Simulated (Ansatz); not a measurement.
Geometry optimisation, Ansatz, RKS CAM-B3LYP/def2-SVP.

The input (input.yaml):

```yaml
crystal:
  periodic: [false, false, false]
  atoms:
    - { symbol: Ga, position_ang: [-0.152186, 0.044611, -1.081431] }
    - { symbol: C, position_ang: [1.515046, -0.027852, 1.629945] }
    - { symbol: H, position_ang: [0.525409, -0.503058, 1.668889] }
    - { symbol: H, position_ang: [2.153682, -0.4628, 2.409959] }
    - { symbol: H, position_ang: [1.40389, 1.050494, 1.80581] }
    - { symbol: H, position_ang: [1.996523, -0.19713, 0.650782] }
    - { symbol: H, position_ang: [-1.384964, 0.095736, 0.053746] }
basis:
  gaussian: { orbitals: def2-SVP }
hamiltonian:
  xc: cam_b3lyp
relax:
  f_tol: 0.03
  max_steps: 50
```

Command:

```bash
$ ansatz run input.yaml --threads 2 --pin off --max-ram 3072MiB --backend cpu --events-out ev --progress --plain --runs-dir out
```

Task: Where does it end, and by what steps?

Result: The forces met the threshold. The force dipped under the threshold on the way, but the program's further checks kept it going. After 12 steps the energy has fallen by 0.031 eV; H7 moved furthest, 0.41 Å.

| step | energy less start (eV) | largest force component (eV/Å) | accepted |
| --- | --- | --- | --- |
| 0 | 0.0000 | 0.166 | yes |
| 1 | -0.0218 | 0.044 | yes |
| 2 | -0.0229 | 0.169 | yes |
| 3 | -0.0257 | 0.040 | yes |
| 4 | -0.0270 | 0.007 | yes |
| 5 | -0.0198 | 0.383 | no |
| 6 | -0.0281 | 0.019 | yes |
| 7 | -0.0281 | 0.158 | no |
| 8 | -0.0289 | 0.019 | yes |
| 9 | -0.0295 | 0.045 | yes |
| 10 | -0.0298 | 0.112 | yes |
| 11 | -0.0304 | 0.043 | yes |
| 12 | -0.0306 | 0.006 | yes |

```xyz
7
Properties=species:S:1:pos:R:3
Ga -0.455 0.214 -1.265
C 1.611 0.009 1.694
H 0.539 -0.205 1.571
H 2.002 -0.599 2.520
H 1.749 1.074 1.926
H 2.160 -0.237 0.774
H -1.549 -0.256 -0.082
```

Time of the run: 13 s on 2 threads of Arm Neoverse V2, on a shared host, peak memory 0.15 GiB.
